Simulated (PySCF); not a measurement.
BeCl, multiplicity 2. Atoms are numbered in the order given.

```xyz
2

Be     0.0000     0.0000    -1.4683
Cl     0.0000     0.0000     0.3455
```
Charge 0, spin multiplicity 2.

Geometry optimised at B3LYP-D3(BJ)/def2-TZVPD. The multiplicity is an assumed one; other spin states were not compared.

Method: C-PCM-ωB97X/def2-TZVPD run with PySCF 2.14.0.

The values are the electrostatic part of the solvation free energy, E(continuum) − E(gas) at the gas-phase geometry, in a cavity of scaled van der Waals radii (PySCF's table); cavitation and dispersion terms are not included. A continuum can't describe solvent molecules that bind to the metal. The dipole moment in vacuum is 1.02 D.

| solvent | ε | ΔG(elec) (kcal/mol) | dipole (D) |
|---|---|---|---|
| water | 78.36 | -4.0 | 1.52 |
| methanol | 32.61 | -4.0 | 1.50 |
| ethanol | 24.85 | -3.9 | 1.50 |
